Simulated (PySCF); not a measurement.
Computed IR spectrum (relative IR intensity) of a molecule C2H7BClN. The structure is a stationary point at PBE0-D3(BJ)/def2-SVP. Other conformers were not sampled. All values below come from PySCF with PBE0-D3(BJ)/def2-SVP. Frequencies are harmonic and unscaled.

Lines under 2 % of the strongest are left out, and lines within 2 cm⁻¹ are merged.

ν (cm⁻¹): 411 (w), 527 (s), 609 (w), 649 (w), 748 (w), 823 (vw), 984 (vw), 1044 (m), 1120 (s), 1321 (m), 1384 (m), 1402 (w), 1478 (vw), 1481 (w), 1596 (vs), 3044 (w), 3054 (w), 3130 (w), 3139 (w), 3633 (m), 3743 (m) (against the strongest line: vs over 80 %, s over 45 %, m over 15 %, w over 4 %, vw less)

### Question
Which structure fits?
A) CCB(N)Cl
B) CN(C)BCl
C) CNB(C)Cl

### Answer
A, CCB(N)Cl
